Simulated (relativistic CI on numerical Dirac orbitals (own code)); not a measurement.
## Crystal-field levels of Os⁴⁺, 5d4

Calculated by Dirac-Coulomb-Breit CI, separate exchange-only KLI orbitals for each configuration, a model potential for QED, valence Slater integrals scaled by 0.8, one configuration in a parametric crystal field (own radial code).

Field parameters in Wybourne normalisation: Td as Oh with Dq negative (B⁴₀ = 21Dq, B⁴₄ = √(5/14) B⁴₀). The field is a parameter set, without covalency.

S is read from ⟨S²⟩ = S(S + 1).

Site symmetry Td; labels are those of the double group. Computed levels in cm⁻¹ above the lowest, in rising order:

```tsv
Δ (size of 10Dq)	Lowest	No. 2	No. 3	No. 4	No. 5	No. 6	No. 7	No. 8
3800	A1	3783 T1	6648 T2	7733 E	9259 T1	10224 T2	12205 A2	12479 A1
6800	A1	4065 T1	6667 T2	8281 E	9328 T1	10493 T2	11673 A1	13743 E
9800	A1	4753 T1	7277 T2	9227 E	10017 T1	10213 A1	11229 T2	13972 E
12850	A1	6095 T1	8680 T2	9567 A1	10882 E	11519 T1	12672 T2	14029 E
15850	A1	8149 T1	10213 A1	10861 T2	13136 E	13793 T1	14783 T2	15012 E
18900	A1	10784 T1	11960 A1	13572 T2	15299 E	16556 T1	17400 T2	17612 E
```

Ground-state S against |10Dq| in cm⁻¹: 3800: 1.69, 6800: 1.61, 9800: 1.46, 12850: 1.23, 15850: 0.95, 18900: 0.71.

No abrupt spin change occurs in this range.
